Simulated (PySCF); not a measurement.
A calculated (LDA, PySCF 2.14, cc-pVTZ-DK, the spin-free X2C one-electron Hamiltonian (Gaussian nucleus)) atom or ion has these occupied shells.

| shell | electrons | orbital energy (eV) | rms radius, mean of both spins (bohr) |
| --- | --- | --- | --- |
| 1s α | 1 | -4868.5 | 0.0805 |
| 1s β | 1 | -4868.5 | 0.0805 |
| 2s α | 1 | -551.42 | 0.354 |
| 2s β | 1 | -550.80 | 0.354 |
| 2p α | 3 | -460.03 | 0.322 |
| 2p β | 3 | -459.53 | 0.322 |
| 3s α | 1 | -78.932 | 1.08 |
| 3s β | 1 | -77.164 | 1.08 |
| 3p α | 3 | -55.418 | 1.18 |
| 3p β | 3 | -53.679 | 1.18 |
| 3d α | 2 | -20.787 | 1.60 |

Q: Name the element and its charge.

A: Ti²⁺ (titanium, charge +2), in [Ar] 3d2, high-spin 3F determinant.
